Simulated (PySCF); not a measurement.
This script is equivalent to a calculation on Al²⁺ (aluminium, charge +2).

```python
from pyscf import gto, scf, dft, mp, cc
import basis_set_exchange as bse
mol = gto.M(atom="Al 0 0 0", charge=2, spin=1, symmetry="D2h",
            basis=gto.basis.parse(bse.get_basis("def2-SVP", elements=["Al"], fmt="nwchem", header=False)))
mf = dft.UKS(mol, xc="PBE")
mf.irrep_nelec = {'Ag': (3, 2), 'B1u': (1, 1), 'B2u': (1, 1), 'B3u': (1, 1)}
mf.kernel()
```

Q: What total energy does it give?

A: -241.229 hartree (calculated).

Q: Which occupied shell lies highest, and where?

A: 3s α, at -24.377 eV.

Q: What is ⟨S²⟩, and what would a pure spin state give?

A: 0.750, against 0.75.
